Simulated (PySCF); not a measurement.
Isomers of C6H9OPS, from PySCF, PBE0-D3(BJ)/def2-SVP geometry optimisation, gas phase. One conformer each, no zero-point energy, no frequencies.

Question: Which is lower in electronic energy at this level?
A. `[CH3:1][P:2]([CH3:3])(=[O:4])[c:5]1[cH:6][cH:7][cH:8][s:9]1` with C1–P2–C5–C6 -127°: A = 2224, B = 862.9, C = 749.2 MHz, dipole 3.57 D
B. `[CH:1]#[C:2][P:3]1(=[S:4])[CH2:5][CH2:6][O:7][CH2:8][CH2:9]1` with C2–P3–C5–C6 63°, P3–C5–C6–O7 57°, C5–C6–O7–C8 -69°, C6–O7–C8–C9 69°: A = 1677, B = 967.8, C = 828.2 MHz, dipole 4.08 D

Answer: A. That is `CP(C)(=O)c1cccs1` (dimethyl(thiophen-2-yl)phosphine oxide), 49.1 kcal/mol below the other.

| SMILES | mapped SMILES | E (Eh) | relative (kcal/mol) | relative (kJ/mol) | dipole (D) |
| --- | --- | --- | --- | --- | --- |
| CP(C)(=O)c1cccs1 | [CH3:1][P:2]([CH3:3])(=[O:4])[c:5]1[cH:6][cH:7][cH:8][s:9]1 | -1047.78291 | 0.0 | 0.0 | 3.57 |
| C#CP1(=S)CCOCC1 | [CH:1]#[C:2][P:3]1(=[S:4])[CH2:5][CH2:6][O:7][CH2:8][CH2:9]1 | -1047.70463 | 49.1 | 205.5 | 4.08 |

As drawn, the lower has an aromatic ring and a P=O bond, which the higher lacks; the higher has a C≡C bond, which the lower lacks.
